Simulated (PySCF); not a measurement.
CsCl, SMILES [Cl][Cs]. The structure is a stationary point at PBE-D3(BJ)/def2-TZVPD. The def2 effective core potentials stand for the cores of Cs; spin–orbit coupling is left out.

Computed with PBE-D3(BJ)/def2-TZVPD (PySCF).

Harmonic wavenumbers (cm⁻¹): 206. Rotational constants (GHz): 2.090 (linear); symmetry number 1.

Task: Work out the zero-point energy and the ideal-gas rigid-rotor harmonic-oscillator thermochemistry at 298.15 K and 1 atm.

Result: ZPE = ½ Σ hcν = ½ × 206 cm⁻¹ = 0.29 kcal/mol. H − E(el) = 2.71 kcal/mol. Entropy in cal/(mol K): translation 41.27, rotation 17.88, vibration 2.08, total 61.23. G − E(el) = -15.54 kcal/mol. Cp = 8.79 cal/(mol K).
